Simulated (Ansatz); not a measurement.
Consider the formal loss of a carbene: `[SiH3]C(Cl)(Cl)[TeH]` → `Cl[C]Cl` + `[SiH3][TeH]`.

Isolated molecules relaxed with PBE0-D4/def2-TZVP in Ansatz; ΔE leaves out vibrations. CBS: MP2 limit from def2 TZ/QZ plus the TZ coupled-cluster correction, frozen cores. This one scheme is used for every species. Functionals use def2-TZVPP. B3LYP here is the variant with VWN-RPA as its local correlation; programs differ in this. def2 core potentials past Kr. For Te outer-core shells are correlated without core-valence functions, which leaves a few kJ/mol of doubt a bond.

```
             level  ΔE (kcal/mol)
             B3LYP           45.4
SCS-MP2/def2-TZVPP           58.7
```

Question: What does CCSD(T)/CBS give? (Estimate.)

Answer: Computed: +56.0 kcal/mol. The listed levels differ from it by -10.6, 2.7 kcal/mol.

Question: What do rigid-rotor, harmonic-oscillator terms from PBE0-D4/def2-TZVP frequencies (298.15 K, 1 bar) make of the CCSD(T)/CBS value? (Best estimate.)

Answer: The calculation gave: ΔZPE = -2.7 kcal/mol, ΔH = +53.7 kcal/mol, ΔS = 176 J/(mol·K), ΔG = +41.2 kcal/mol.

Largest T1 diagnostic among the species: 0.020, so the coupled-cluster value is less sure than usual.

Leaving LDA and LC-ωPBE aside and taking each functional with its dispersion term where it has one, the values, not all of them listed here, spread over 8.2 kcal/mol, from BLYP-D4 to PBE-QIDH. LDA lies +14.5 kcal/mol from PBE without D4. The D4 term adds +7.3 kcal/mol with B3LYP and +3.8 kcal/mol with PBE0; it sums over pairs of atoms, weighted by their polarisabilities, and B3LYP, whose exchange is more repulsive, gets the larger term. In def2-TZVPP, CCSD(T) changes the Hartree–Fock value by +12.7 kcal/mol (the triples alone add +0.8 kcal/mol) and MP2 by +21.6 kcal/mol.
